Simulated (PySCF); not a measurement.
PySCF input file for Sn(F)2(Cl)(OMe) (CH₃ClF₂OSn), SMILES C[O][Sn]([F])([F])[Cl], PBE-D3(BJ)/def2-SVP. Coordinates come from a PBE-D3(BJ)/def2-SVP optimisation. The structure was generated by enumeration; whether it is a known compound was not checked. The def2 effective core potentials stand for the cores of Sn; spin–orbit coupling is left out. One conformer was computed; it need not be the lowest.

```python
import numpy as np
from pyscf import gto, scf, dft, df
from pyscf.hessian import thermo

mol = gto.M(
    atom='''
    C     0.80458903    2.72217825    0.00000000
    O     1.24841067    1.36390851    0.00000001
    Sn   -0.14462360   -0.05198457   -0.00000000
    F    -1.31755915    0.16093298   -1.53685401
    F    -1.31755917    0.16093299    1.53685400
    Cl    0.82311516   -2.16793194    0.00000001
    H     0.20996730    2.98115294    0.90453218
    H     0.20996731    2.98115294   -0.90453219
    H     1.71953292    3.35063426    0.00000001
    ''',
    basis='def2-SVP',
    ecp={'Sn': 'def2-svp'},
    charge=0,
    spin=0,
    max_memory=1600,
    verbose=3,
)
mf = dft.RKS(mol, xc='pbe').density_fit(auxbasis='def2-universal-jkfit')
mf.disp = 'd3bj'
mf.grids.level = 3
mf.conv_tol = 1e-11
mf.max_cycle = 100
mf.kernel()

# analytic Hessian; the response equations are solved on a coarser grid
h, args, fine = mf.Hessian(), (mf.mo_energy, mf.mo_coeff, mf.mo_occ), mf.grids
h.max_memory = max(150, 2.5e-5 * df.make_auxmol(mol, mf.with_df.auxbasis).nao * mol.nelec[0] * (mol.nelec[0] + mol.nao))  # MB; small integral blocks
h1ao = h.make_h1(mf.mo_coeff, mf.mo_occ)
mf.grids = dft.Grids(mol).set(level=1).build(with_non0tab=True)
mo1, mo_e1 = h.solve_mo1(*args, h1ao)
mf.grids = fine
hess = h.hess_elec(*args, mo1, mo_e1, h1ao) + h.hess_nuc()
if mf.do_disp():
    hess += h.get_dispersion()
for i in range(mol.natm):  # the analytic DFT Hessian lacks the response of the grid: restore translational invariance
    hess[i, i] -= hess[i].sum(axis=0)
hess = (hess + hess.transpose(1, 0, 3, 2)) / 2
vib = thermo.harmonic_analysis(mol, hess, imaginary_freq=False)
thermo.dump_normal_mode(mol, vib)
th = thermo.thermo(mf, vib['freq_au'][vib['freq_au'] > 0], 298.15, 101325)
thermo.dump_thermo(mol, th)
g0 = mf.nuc_grad_method().set(verbose=0).kernel()

# dipole derivatives [dipole axis, atom, xyz] from the same response
r, irp = mol.intor('int1e_r'), mol.intor('int1e_irp').reshape(3, 3, mol.nao, mol.nao)
sl, dm0, ok = mol.aoslice_by_atom(), np.array(mf.make_rdm1()), []
dmu = np.einsum('a,xt->xat', mol.atom_charges(), np.eye(3))
for a, (_, _, p0, p1) in enumerate(sl):
    dmu[:, a] += 2 * np.einsum('xtij,ij->xt', irp[:, :, :, p0:p1], dm0.reshape(-1, mol.nao, mol.nao).sum(0)[:, p0:p1])
    for u, c, occ, f in [(mo1, mf.mo_coeff, mf.mo_occ, 4)]:
        dmu[:, a] -= f * np.einsum('tui,xuv,vi->xt', u[a], r, c[:, occ > 0], optimize=True)
L = vib['norm_mode']
ir = 974.8801 * (np.einsum('xat,kat->kx', dmu, L) ** 2).sum(1)       # km/mol
apt = np.einsum('xax->a', dmu) / 3
print('mode   freq/cm-1   IR/(km/mol)')
for k, w in enumerate(vib['freq_wavenumber']):
    print(f'{k + 1:4d} {w:11.2f} {ir[k]:13.3f}')
print('max |gradient| / (hartree/bohr):', abs(g0).max())
print('APT charges:', apt.round(4))
```

It prints:

```
converged SCF energy = -988.510718099811

WARN: DFTD3 does not support analytical Hessian, using finite difference


WARN: Mole.unit (angstrom) is changed to Bohr

Mode                                 0                   1                   2
Irrep
Freq [cm^-1]                       13.4590             77.1556            109.1068
Reduced mass [au]                   3.8413              5.9906              1.8896
Force const [Dyne/A]                0.0004              0.0210              0.0133
Char temp [K]                      19.3644            111.0098            156.9804
Normal mode                   x     y     z       x     y     z       x     y     z
       0   C                 0.00 -0.00  0.17   -0.15  0.02  0.00    0.00  0.00  0.03
       1   O                 0.00 -0.00 -0.07   -0.02  0.05  0.00   -0.00  0.00 -0.08
       2  Sn                -0.00  0.00 -0.02    0.03 -0.00 -0.00    0.00  0.00 -0.01
       3   F                -0.04 -0.08 -0.00    0.05  0.03 -0.01    0.01  0.08 -0.00
       4   F                 0.04  0.08 -0.00    0.05  0.03  0.01   -0.01 -0.08 -0.00
       5  Cl                 0.00  0.00  0.03   -0.08 -0.05 -0.00   -0.00 -0.00  0.06
       6   H                 0.01 -0.15  0.22   -0.18 -0.04  0.00    0.35  0.03  0.26
       7   H                -0.01  0.15  0.22   -0.18 -0.04 -0.00   -0.35 -0.03  0.26
       8   H                 0.00 -0.00  0.26   -0.21  0.10  0.00    0.00  0.00 -0.35
Mode                                 3                   4                   5
Irrep
Freq [cm^-1]                      123.8965            140.1924            164.4453
Reduced mass [au]                   2.8732             11.5263             21.5533
Force const [Dyne/A]                0.0260              0.1335              0.3434
Char temp [K]                     178.2595            201.7057            236.6002
Normal mode                   x     y     z       x     y     z       x     y     z
       0   C                 0.00  0.00 -0.00    0.06  0.06 -0.00    0.00  0.02 -0.00
       1   O                -0.00  0.00 -0.02   -0.01  0.04  0.00    0.03  0.02  0.00
       2  Sn                -0.00  0.00  0.03    0.00  0.03 -0.00    0.03  0.01  0.00
       3   F                 0.05 -0.08 -0.02    0.02 -0.12 -0.04   -0.10 -0.03  0.10
       4   F                -0.05  0.08 -0.02    0.02 -0.12  0.04   -0.10 -0.03 -0.10
       5  Cl                -0.00 -0.00 -0.07   -0.06 -0.00  0.00   -0.02 -0.02 -0.00
       6   H                 0.27  0.07  0.16    0.08  0.10  0.00   -0.00  0.00 -0.00
       7   H                -0.27 -0.07  0.16    0.08  0.10 -0.00   -0.00  0.00  0.00
       8   H                 0.00 -0.00 -0.34    0.09  0.01  0.00   -0.01  0.03 -0.00
Mode                                 6                   7                   8
Irrep
Freq [cm^-1]                      178.8060            253.3882            382.8818
Reduced mass [au]                   4.2333              4.8432             34.8972
Force const [Dyne/A]                0.0797              0.1832              3.0142
Char temp [K]                     257.2620            364.5692            550.8816
Normal mode                   x     y     z       x     y     z       x     y     z
       0   C                -0.00 -0.00 -0.00    0.07  0.14 -0.00   -0.01 -0.00 -0.00
       1   O                 0.00 -0.00 -0.18   -0.10  0.09 -0.00    0.04  0.01  0.00
       2  Sn                 0.00  0.00  0.03   -0.00 -0.03  0.00   -0.02  0.04 -0.00
       3   F                 0.06  0.03 -0.01   -0.00  0.04  0.01   -0.01 -0.00 -0.02
       4   F                -0.06 -0.03 -0.01   -0.00  0.04 -0.01   -0.01 -0.00  0.02
       5  Cl                -0.00 -0.00 -0.02    0.01 -0.05 -0.00    0.06 -0.13 -0.00
       6   H                -0.17 -0.15 -0.07    0.11  0.23 -0.00   -0.02 -0.02  0.00
       7   H                 0.17  0.15 -0.07    0.11  0.23  0.00   -0.02 -0.02 -0.00
       8   H                -0.00  0.00  0.29    0.17  0.00  0.00   -0.03  0.03 -0.00
Mode                                 9                  10                  11
Irrep
Freq [cm^-1]                      547.5357            615.6231            627.7343
Reduced mass [au]                   8.9742             19.8321             22.1326
Force const [Dyne/A]                1.5851              4.4284              5.1385
Char temp [K]                     787.7819            885.7446            903.1698
Normal mode                   x     y     z       x     y     z       x     y     z
       0   C                -0.00  0.08 -0.00   -0.00 -0.02  0.00    0.00  0.00  0.00
       1   O                 0.18  0.10  0.00   -0.04 -0.02 -0.00    0.00  0.00 -0.00
       2  Sn                -0.01 -0.03 -0.00    0.03 -0.00  0.00   -0.00  0.00  0.04
       3   F                -0.02  0.00 -0.03   -0.09  0.02 -0.12   -0.09  0.02 -0.12
       4   F                -0.02  0.00  0.03   -0.09  0.02  0.12    0.09 -0.02 -0.12
       5  Cl                -0.00  0.01  0.00   -0.00  0.00  0.00    0.00 -0.00 -0.00
       6   H                -0.04 -0.00 -0.00    0.01 -0.01  0.00   -0.00  0.00  0.00
       7   H                -0.04 -0.00  0.00    0.01 -0.01 -0.00    0.00 -0.00  0.00
       8   H                -0.09  0.21 -0.00    0.02 -0.05 -0.00   -0.00  0.00  0.00
Mode                                12                  13                  14
Irrep
Freq [cm^-1]                     1033.4640           1123.4583           1134.4877
Reduced mass [au]                   9.7511              1.2710              1.3156
Force const [Dyne/A]                6.1361              0.9452              0.9976
Char temp [K]                    1486.9246           1616.4063           1632.2752
Normal mode                   x     y     z       x     y     z       x     y     z
       0   C                -0.05  0.19  0.00    0.00 -0.00 -0.12   -0.12 -0.03 -0.00
       1   O                 0.03 -0.17 -0.00   -0.00 -0.00  0.05    0.06  0.01  0.00
       2  Sn                 0.00  0.00 -0.00    0.00  0.00  0.00   -0.00 -0.00  0.00
       3   F                 0.00  0.00  0.00   -0.00  0.00 -0.00    0.00 -0.00  0.00
       4   F                 0.00  0.00 -0.00    0.00 -0.00 -0.00    0.00 -0.00 -0.00
       5  Cl                 0.00  0.00  0.00   -0.00 -0.00 -0.00   -0.00  0.00 -0.00
       6   H                -0.06  0.09  0.01    0.22 -0.52  0.16    0.16  0.35  0.08
       7   H                -0.06  0.09 -0.01   -0.22  0.52  0.16    0.16  0.35 -0.08
       8   H                -0.01  0.10  0.00   -0.00  0.00  0.27    0.27 -0.60  0.00
Mode                                15                  16                  17
Irrep
Freq [cm^-1]                     1405.0057           1405.2117           1429.1146
Reduced mass [au]                   1.1104              1.0414              1.0576
Force const [Dyne/A]                1.2915              1.2116              1.2726
Char temp [K]                    2021.4905           2021.7867           2056.1777
Normal mode                   x     y     z       x     y     z       x     y     z
       0   C                -0.01 -0.08  0.00    0.00  0.00  0.05   -0.06  0.03 -0.00
       1   O                -0.00 -0.03  0.00    0.00  0.00  0.01   -0.01  0.01  0.00
       2  Sn                 0.00  0.00  0.00   -0.00 -0.00  0.00   -0.00 -0.00  0.00
       3   F                -0.00  0.00 -0.00    0.00  0.00 -0.00    0.00  0.00  0.00
       4   F                -0.00  0.00  0.00   -0.00 -0.00 -0.00    0.00  0.00 -0.00
       5  Cl                -0.00 -0.00 -0.00   -0.00  0.00 -0.00   -0.00  0.00  0.00
       6   H                 0.20  0.45 -0.01   -0.29 -0.39 -0.05    0.47 -0.27  0.41
       7   H                 0.20  0.45  0.01    0.29  0.39 -0.05    0.47 -0.27 -0.41
       8   H                -0.39  0.51 -0.00    0.00 -0.00 -0.69   -0.09  0.11 -0.00
Mode                                18                  19                  20
Irrep
Freq [cm^-1]                     2928.4460           3010.0378           3042.2370
Reduced mass [au]                   1.0320              1.1079              1.1040
Force const [Dyne/A]                5.2144              5.9141              6.0201
Char temp [K]                    4213.3818           4330.7742           4377.1017
Normal mode                   x     y     z       x     y     z       x     y     z
       0   C                 0.03 -0.04 -0.00    0.00  0.00 -0.09    0.08  0.03  0.00
       1   O                -0.00 -0.00  0.00   -0.00  0.00  0.00   -0.00  0.00 -0.00
       2  Sn                 0.00  0.00 -0.00    0.00 -0.00 -0.00   -0.00 -0.00  0.00
       3   F                -0.00  0.00 -0.00    0.00 -0.00  0.00   -0.00  0.00 -0.00
       4   F                -0.00  0.00  0.00   -0.00  0.00  0.00   -0.00  0.00  0.00
       5  Cl                -0.00 -0.00  0.00   -0.00  0.00 -0.00    0.00 -0.00  0.00
       6   H                -0.33  0.13  0.52   -0.36  0.14  0.54   -0.13  0.06  0.23
       7   H                -0.33  0.13 -0.52    0.36 -0.14  0.54   -0.13  0.06 -0.23
       8   H                 0.35  0.23  0.00   -0.00 -0.00 -0.02   -0.72 -0.48  0.00
temperature 298.1500 [K]
pressure 101325.00 [Pa]
Rotational constants [GHz] 2.30862 1.24140 1.14023
Symmetry number 1
Zero-point energy (ZPE) 0.04498 [Eh]   118105.438 [J/mol]
                           tot       elec      trans        rot        vib
Entropy [J/mol/K]       421.705      0.000    176.193    121.240    124.272
Cv [J/mol/K]            112.931      0.000     12.472     12.472     87.987
Cp [J/mol/K]            121.245      0.000     20.786     12.472     87.987
Internal energy [J/mol]                      3718.434   3718.434 134825.853
Internal energy [Eh]   -988.45653  -988.51072
Enthalpy [J/mol]                             6197.391   3718.434 134825.853
Enthalpy [Eh]          -988.45559
Gibbs free energy [J/mol]                  -46334.570 -32429.137  97774.066
Gibbs free energy [Eh] -988.50348
mode   freq/cm-1   IR/(km/mol)
   1       13.46         1.733
   2       77.16         1.442
   3      109.11         0.095
   4      123.90         5.084
   5      140.19        23.427
   6      164.45        20.001
   7      178.81        22.192
   8      253.39        15.598
   9      382.88        45.297
  10      547.54        19.438
  11      615.62        53.246
  12      627.73        53.501
  13     1033.46       144.599
  14     1123.46         0.003
  15     1134.49        12.271
  16     1405.01        13.062
  17     1405.21         5.190
  18     1429.11        20.114
  19     2928.45        58.558
  20     3010.04        23.752
  21     3042.24         8.298
max |gradient| / (hartree/bohr): 0.0003219492986445035
APT charges: [ 0.4359 -0.7155  1.9432 -0.5671 -0.5671 -0.4461 -0.0299 -0.0299 -0.0235]
```

The run converged.

Cost: very roughly 2.9 core-minutes.
